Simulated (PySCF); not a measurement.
PySCF input file for Si(All)(H)3 (C3H8Si), SMILES [SiH3]CC=C, SMD-B3LYP/6-31G*. The structure is a stationary point at B3LYP-D3(BJ)/def2-SVP. Other conformers were not sampled.

```python
import numpy as np
from pyscf import gto, scf, dft
from pyscf.solvent import smd

mol = gto.M(
    atom='''
    Si    1.47204966    0.50567357   -0.09721892
    C     0.12318830   -0.82728408    0.04831484
    C    -1.18885117   -0.25694323    0.49736329
    C    -2.25984950   -0.05982497   -0.27860350
    H     2.78498559   -0.12309480   -0.43247762
    H     1.11271587    1.48226406   -1.16523990
    H     1.60870133    1.23676303    1.19718614
    H     0.48717468   -1.58709081    0.76261864
    H     0.02576205   -1.32205918   -0.93283329
    H    -1.23976613    0.05045482    1.55008818
    H    -2.26108000   -0.34341801   -1.33649352
    H    -3.17411452    0.39106453    0.11576863
    ''',
    basis='6-31G*',
    charge=0,
    spin=0,
    max_memory=1600,
    verbose=3,
)
mf = dft.RKS(mol, xc='b3lyp').density_fit(auxbasis='def2-universal-jkfit')
mf.grids.level = 3
mf.conv_tol = 1e-9
mf.max_cycle = 100
mf.kernel()
res = {}
for name in ['water', 'cyclohexanone', 'tetrahydrofuran']:
    s = mf.SMD()
    s.with_solvent.solvent, s.with_solvent.sasa_ng = name, 194
    s.kernel(mf.make_rdm1())
    res[name] = (s.e_tot, s.with_solvent.get_cds(), s.dip_moment(), s.mo_energy, s.converged)
    print(f'SMD {name}: dG(solv) = {(s.e_tot - mf.e_tot) * 627.509474:.3f} kcal/mol, of which CDS {res[name][1] * 627.509474:.3f}')
```

Program output:

```
converged SCF energy = -408.595706166823
converged SCF energy = -408.59269054413
Dipole moment(X, Y, Z, Debye): -0.05979, -0.78838,  0.20115
SMD water: dG(solv) = 1.892 kcal/mol, of which CDS 4.045
converged SCF energy = -408.598114343849
Dipole moment(X, Y, Z, Debye): -0.07111, -0.76418,  0.19254
SMD cyclohexanone: dG(solv) = -1.511 kcal/mol, of which CDS 0.446
converged SCF energy = -408.598604095505
Dipole moment(X, Y, Z, Debye): -0.08380, -0.73505,  0.18228
SMD tetrahydrofuran: dG(solv) = -1.818 kcal/mol, of which CDS -0.104
```

The calculation finished and met its thresholds.

Cost: very roughly 40 core-seconds.
